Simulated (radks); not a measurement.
K2.75+, configuration [Ne] 3s2 3p(up 2.25, down 2) (fractional occupations, a model configuration).

Method: scalar-relativistic Kohn-Sham, PBE, spin-polarised, spherical densities, finite nucleus; Fermi nuclear charge, rms radius 3.4349 fm; computed with a radial shooting solver on a logarithmic mesh with Libxc functionals.

Energy parts (eV):
total: -16313.664
kinetic: 16413.606
electron-nucleus: -38256.653
Hartree: 6408.397
exchange-correlation: -879.013

Orbitals (lengths in bohr, moments of r in powers of bohr; <r^-3> diverges for s and p1/2; r(90%) holds 90 % of the orbital's charge):
| orbital | occ. | eigenvalue (eV) | <r^-3> | r(90%) | <r^2> |
|---|---|---|---|---|---|
| 1s up | 1 | -3561.047 | - | 0.145 | 0.008836 |
| 1s down | 1 | -3560.978 | - | 0.145 | 0.008836 |
| 2s up | 1 | -390.9680 | - | 0.604 | 0.1777 |
| 2s down | 1 | -390.9095 | - | 0.603 | 0.1777 |
| 2p up | 3 | -317.8436 | 155.3 | 0.578 | 0.1518 |
| 2p down | 3 | -317.7585 | 155.3 | 0.578 | 0.1518 |
| 3s up | 1 | -68.4512 | - | 1.80 | 1.676 |
| 3s down | 1 | -68.0960 | - | 1.80 | 1.679 |
| 3p up | 2.25 | -50.9485 | 17.27 | 1.99 | 1.992 |
| 3p down | 2 | -50.6110 | 17.24 | 1.99 | 1.998 |

The highest occupied level is 3p down at -50.611 eV. Summed over all electrons, <r^2> = 13.12 bohr^2, which gives a Langevin (diamagnetic) susceptibility term of -10.4 x 10^-6 cm^3/mol.
